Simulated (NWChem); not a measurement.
System: C$_{3}$H$_{5}$FO$_{2}$; SMILES C[C@H](F)C(=O)O

Here is an NWChem input.

```
start job
memory heap 200 mb stack 900 mb global 1100 mb
geometry units angstroms noautosym nocenter noautoz
  C      1.224186    -1.314026    -0.490619
  C      0.123373    -0.676907     0.326742
  F     -1.061255    -1.332059     0.128727
  C     -0.011409     0.803998     0.012301
  O      0.928263     1.554654     0.015267
  O     -1.261574     1.179575    -0.240490
  H      0.964099    -1.292845    -1.559154
  H      2.162284    -0.762668    -0.344050
  H      1.364203    -2.359354    -0.183325
  H      0.369403    -0.733031     1.403927
  H     -1.229698     2.135149    -0.407287
end
basis spherical
  * library 6-31g*
end
dft
  xc m06-2x
  iterations 150
end
cosmo
  do_cosmo_smd true
  solvent water
end
task dft energy
```

Geometry: optimised at PBE0/def2-SVP. Solvent: water.

Level: M06-2X/6-31G* with SMD (1 M gas to 1 M solution), gas-phase geometry.

Task: Predict the main results of this run. (M06-2X/6-31G* (spherical d), SMD on the gas-phase geometry.) Quantities: solvation free energy (kcal/mol); cavity-dispersion-structure term (kcal/mol); dipole in solution (D).

Result: 
```
Quantity                                     Value
-------------------------------------------  -----
solvation free energy (kcal/mol)              -6.7
cavity-dispersion-structure term (kcal/mol)    4.7
dipole in solution (D)                        0.09
```
